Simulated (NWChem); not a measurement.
System: MoH5Cl; SMILES [Cl][MoH5]

```xyz
7

Mo     0.0000     0.0000    -0.1924
Cl     0.0000     0.0000     2.1394
H      0.0000     1.3768    -1.1154
H      0.0000     0.0000    -1.8355
H      0.0000    -1.3768    -1.1154
H      1.3768     0.0000    -1.1154
H     -1.3768     0.0000    -1.1154
```
Atoms are numbered in this order, from 1.

This is a stationary point of PBE0/def2-SVP with def2 effective core potentials on Mo (NWChem), point group C4v. def2 effective core potentials on Mo; no spin-orbit coupling.

### Question
Is it a minimum? If not, what does it relax to?

### Answer
No. It has an imaginary frequency of 292i cm⁻¹. Following that mode (on a finer grid) lowers the energy by 17.7 kcal/mol and ends, with real frequencies alone, at point group Cs:
```xyz
7

Mo    -0.1036    -0.2435    -0.7851
Cl    -0.1685     0.3854     1.3789
H      0.7959     1.0913    -0.9582
H     -0.2606     0.7717    -2.0666
H      0.7492    -1.6623    -1.0363
H      1.2300    -0.1908    -1.7423
H     -1.5923    -0.1504    -1.5457
```
